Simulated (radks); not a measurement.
Charge is removed step by step from the 3d level of the molybdenum ion Mo+, starting from [Kr] 4d5. Calculated with a radial shooting solver on a logarithmic mesh with Libxc functionals: non-relativistic Kohn-Sham, PBEsol, spin-unpolarised, spherical densities, point nucleus; relativity is left out, which matters for an element this heavy.

removed (e)  E - E(0) (eV)  eigenvalue (eV)  E minus straight line (eV)
0                    0.000          -230.95                       0.000
0.125               29.113          -234.86                      -1.775
0.25                58.718          -238.83                      -3.058
0.375               88.823          -242.86                      -3.840
0.5                 119.44          -246.95                      -4.115
0.625               150.56          -251.10                      -3.875
0.75                182.21          -255.30                      -3.114
0.875               214.39          -259.55                      -1.824
1                   247.10          -263.85                       0.000

Removing the whole electron costs 247.10 eV by Delta-SCF, against 230.95 eV from minus the eigenvalue at the starting occupation. Slater's transition state (half an electron removed) gives 246.95 eV. Integrating minus the eigenvalue over the occupation (Janak's theorem) gives 247.10 eV. The mean slope of the eigenvalue, de/dn, is 32.9 eV per electron.
